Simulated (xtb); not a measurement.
C₃H₁₀B₃O₃ (SMILES CB1OB(C)[OH+]B(C)O1), charge +1, singlet, at a GFN2-xTB geometry; GFN0-xTB run with xtb 6.7.1.

Input for xtb:
```
$ xtb mol.xyz --gfn 0 --chrg 1 --acc 0.1 --json

# file mol.xyz
19

C      1.55017480     2.52376653     0.43186327
B      0.74441431     1.20639358     0.21146577
O     -0.63297883     1.19769932     0.08470926
B     -1.40764061     0.15281059    -0.10721144
C     -2.96598204     0.14797066    -0.23653381
O     -0.69256398    -1.12749516    -0.19046388
B      0.76911319    -1.19419293    -0.06915601
C      1.46627084    -2.58911906    -0.18322750
O      1.35348684    -0.03089726     0.11833668
H      1.62532102     3.08286401    -0.50051865
H      2.56270630     2.34106553     0.77664846
H      1.05399689     3.19003835     1.13286680
H     -3.43049075     0.35078071     0.72812695
H     -3.30896210     0.94805819    -0.88868509
H     -3.38149943    -0.78580665    -0.60502846
H     -1.19421256    -1.94211873    -0.32808476
H      0.78690927    -3.43516332    -0.12737374
H      2.22242057    -2.71480915     0.58851612
H      2.00804252    -2.67012884    -1.12522737
```

What the program printed (banner, timings and long lists left out):

```
   ID    Z sym.   atoms
    1    6 C      1, 5, 8
    2    5 B      2, 4, 7
    3    8 O      3, 6, 9
    4    1 H      10-19

           -------------------------------------------------
          |                Calculation Setup                |
           -------------------------------------------------

           -------------------------------------------------
          |                 G F N 0 - x T B                 |
           -------------------------------------------------

          ...................................................
          :                      SETUP                      :
          :.................................................:
          :  # basis functions                  56          :
          :  # atomic orbitals                  56          :
          :  # shells                           38          :
          :  # electrons                        48          :
          :  electronic temp.          300.0000000     K    :
          :  accuracy                    0.1000000          :
          :  -> integral cutoff          0.3500000E+02      :
          :  -> integral neglect         0.1000000E-08      :
          ...................................................

         :::::::::::::::::::::::::::::::::::::::::::::::::::::
         ::                     SUMMARY                     ::
         :::::::::::::::::::::::::::::::::::::::::::::::::::::
         :: total energy             -24.215722090569 Eh    ::
         :: gradient norm              0.052806756457 Eh/a0 ::
         :: HOMO-LUMO gap              5.148852941920 eV    ::
         ::.................................................::
         :: H0 energy                -25.746258316284 Eh    ::
         :: repulsion energy           0.319166893656 Eh    ::
         :: electrostat energy         1.302343559134 Eh    ::
         :: -> Gsolv                   0.000000000000 Eh    ::
         ::    -> Gsasa                0.000000000000 Eh    ::
         ::    -> Gshift               0.000000000000 Eh    ::
         :: dispersion energy         -0.005476673254 Eh    ::
         :: short-range corr.         -0.085497553821 Eh    ::
         :: add. restraining           0.000000000000 Eh    ::
         :: total charge               1.000000000000 e     ::
         :::::::::::::::::::::::::::::::::::::::::::::::::::::

           -------------------------------------------------
          |                Property Printout                |
           -------------------------------------------------

    * Orbital Energies and Occupations

         #    Occupation            Energy/Eh            Energy/eV
      -------------------------------------------------------------
         1        2.0000           -0.6929375             -18.8558
       ...           ...                  ...                  ...
        12        2.0000           -0.5275350             -14.3550
        13        2.0000           -0.5274414             -14.3524
        14        2.0000           -0.5266275             -14.3303
        15        2.0000           -0.5262065             -14.3188
        16        2.0000           -0.4925678             -13.4035
        17        2.0000           -0.4851414             -13.2014
        18        2.0000           -0.4759179             -12.9504
        19        2.0000           -0.4707024             -12.8085
        20        2.0000           -0.4648082             -12.6481
        21        2.0000           -0.4467625             -12.1570
        22        2.0000           -0.4458344             -12.1318
        23        2.0000           -0.4384707             -11.9314
        24        2.0000           -0.4145022             -11.2792 (HOMO)
        25                         -0.2252853              -6.1303 (LUMO)
        26                         -0.2077252              -5.6525
        27                         -0.1748115              -4.7569
[...]
        32                         -0.0930704              -2.5326
        33                         -0.0904555              -2.4614
        34                         -0.0862734              -2.3476
        35                         -0.0859129              -2.3378
       ...                                ...                  ...
        56                          0.4412718              12.0076
      -------------------------------------------------------------
                  HL-Gap            0.1892169 Eh            5.1489 eV
             Fermi-level            0.0000000 Eh            0.0000 eV

     #   Z          covCN         q      C6AA      α(0)
     1   6 C        3.676    -0.304    30.231     7.967
     2   5 B        2.533     0.165    33.430     9.644
     3   8 O        1.575    -0.174    16.865     5.552
     4   5 B        2.502     0.138    34.654     9.903
     5   6 C        3.675    -0.327    30.842     8.048
     6   8 O        2.364    -0.193    17.053     5.589
     7   5 B        2.503     0.138    34.653     9.902
     8   6 C        3.675    -0.327    30.840     8.047
     9   8 O        1.575    -0.173    16.853     5.550
    10   1 H        0.925     0.205     1.072     1.619
    11   1 H        0.925     0.210     1.048     1.601
    12   1 H        0.925     0.208     1.058     1.609
    13   1 H        0.925     0.208     1.060     1.610
    14   1 H        0.925     0.213     1.036     1.592
    15   1 H        0.925     0.191     1.145     1.673
    16   1 H        0.805     0.210     1.068     1.624
    17   1 H        0.925     0.191     1.145     1.673
    18   1 H        0.925     0.213     1.036     1.592
    19   1 H        0.925     0.208     1.059     1.609

 Mol. C6AA /au·bohr⁶  :       3207.785982
 Mol. C8AA /au·bohr⁸  :      84351.694319
 Mol. α(0) /au        :         86.403858

Wiberg/Mayer (AO) data.
largest (>0.10) Wiberg bond orders for each atom

 ---------------------------------------------------------------------------
     #   Z sym  total        # sym  WBO       # sym  WBO       # sym  WBO
 ---------------------------------------------------------------------------
     1   6 C    3.905 --    11 H    0.978    12 H    0.974    10 H    0.966
                             2 B    0.949
     2   5 B    3.060 --     9 O    1.004     3 O    1.002     1 C    0.949
     3   8 O    2.282 --     4 B    1.162     2 B    1.002
     4   5 B    3.059 --     3 O    1.162     5 C    0.946     6 O    0.865
     5   6 C    3.901 --    15 H    0.979    14 H    0.972    13 H    0.967
                             4 B    0.946
     6   8 O    2.801 --    16 H    0.958     7 B    0.866     4 B    0.865
     7   5 B    3.059 --     9 O    1.160     8 C    0.946     6 O    0.866
     8   6 C    3.901 --    17 H    0.979    18 H    0.972    19 H    0.968
                             7 B    0.946
     9   8 O    2.283 --     7 B    1.160     2 B    1.004
    10   1 H    0.987 --     1 C    0.966
    11   1 H    0.986 --     1 C    0.978
    12   1 H    0.986 --     1 C    0.974
    13   1 H    0.987 --     5 C    0.967
    14   1 H    0.987 --     5 C    0.972
    15   1 H    0.984 --     5 C    0.979
    16   1 H    0.970 --     6 O    0.958
    17   1 H    0.984 --     8 C    0.979
    18   1 H    0.987 --     8 C    0.972
    19   1 H    0.987 --     8 C    0.968
 ---------------------------------------------------------------------------

Topologies differ in total number of bonds
Writing topology from bond orders to xtbtopo.mol

 dipole moment from electron density (au)
     X       Y       Z
  -1.0995  -1.7683  -0.3166  total (Debye):    5.353

           -------------------------------------------------
          | TOTAL ENERGY              -24.215722090569 Eh   |
          | GRADIENT NORM               0.052806756457 Eh/α |
          | HOMO-LUMO GAP               5.148852941920 eV   |
           -------------------------------------------------

normal termination of xtb
```
